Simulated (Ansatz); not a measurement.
System: CH8N3Si (charge 0, doublet). It need not be the lowest isomer of its formula. 
Geometry from a B3LYP-D3(BJ)/def2-TZVP (Ansatz, a program for electronic structure) optimisation:
SMILES: [NH][Si](N)(C)N
```xyz
13

Si    -0.0344    -0.0005     0.0282
C      1.7394    -0.4655    -0.3520
N     -0.5023    -0.8815     1.4789
N     -0.9388    -0.2899    -1.4053
N     -0.3362     1.6198     0.4796
H      2.1413     0.1922    -1.1269
H      2.3672    -0.3638     0.5348
H      1.8248    -1.4956    -0.7073
H     -0.5947    -1.8886     1.3280
H     -1.9076    -0.0187    -1.4630
H     -0.7234    -1.0505    -2.0293
H     -0.3936     1.8825     1.4487
H     -0.2274     2.4038    -0.1401
```
Charge 0, spin multiplicity 2.

Basis-set convergence of Hartree-Fock and MP2 correlation energies (hartree) with Ansatz. Valence correlation only, unless marked. UHF or UKS for open shells. No spin-orbit coupling. No relativistic terms.

| basis | functions | E(HF) | E(corr, MP2) |
|---|---|---|---|
| cc-pV(D+d)Z | 119 | -494.87972 | -0.71570 |
| cc-pV(T+d)Z | 271 | ? | ? |

Some entries are withheld; supply them.


- cc-pV(T+d)Z, E(HF): -494.97272
- cc-pV(T+d)Z, E(corr, MP2): -0.89913
